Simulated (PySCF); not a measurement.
Problem. What does the PBE0-D3(BJ)/def2-SVP structure of `CC(C)O[SiH2]C[SiH3]` look like in three dimensions?

Solution. 
```
atom  x, y, z in Å
C1    -2.4672    0.2426   -0.9364
C2    -1.4028   -0.6110   -0.2677
C3    -1.8665   -1.1979    1.0506
O4    -0.2443    0.1606   -0.0084
Si5    0.9891    0.4830   -1.0829
C6     2.3983    1.1080   -0.0318
Si7    2.5277    0.1879    1.6108
H8    -3.3797   -0.3425   -1.1261
H9    -2.1123    0.6402   -1.8993
H10   -2.7256    1.0954   -0.2897
H11   -1.1367   -1.4445   -0.9502
H12   -2.7643   -1.8182    0.9125
H13   -1.0738   -1.8183    1.4929
H14   -2.1024   -0.3885    1.7585
H15    0.5757    1.4829   -2.1184
H16    1.3645   -0.7841   -1.7915
H17    2.2641    2.1821    0.1787
H18    3.3432    1.0006   -0.5909
H19    1.4558    0.6208    2.5526
H20    2.4246   -1.2888    1.3956
H21    3.8532    0.4660    2.2495
```

Orientation and origin are arbitrary. Atoms count from 1 in this order. The 2 C–Si bonds span 1.866 Å (Si5–C6, drawn single) to 1.887 Å (C6–Si7, drawn single), a spread of 0.021 Å. Of the pairs four or more bonds apart, Si5···H9 is among the closest relative to their van der Waals radii: 3.21 Å, 97 % of the sum of Bondi's values. Si5 (oxygen-bound silicon) is distorted tetrahedral (angles from 105.1° to 112.0°). O4 (silyl ether oxygen) is bent (angle 126.3°).

Bonds between heavy atoms (Å): C1–C2 1.519, C2–C3 1.516, C2–O4 1.416, O4–Si5 1.667, Si5–C6 1.866, C6–Si7 1.887.

The calculation used PBE0-D3(BJ)/def2-SVP geometry optimisation, gas phase in PySCF 2.14.0.

Point group: C1 (no symmetry element, even within 0.4 Å). Stationary, but not proved a minimum. The numbers are those of one conformer (C1–C2–O4–Si5 -84°, C2–O4–Si5–C6 -164°, O4–Si5–C6–Si7 38°).
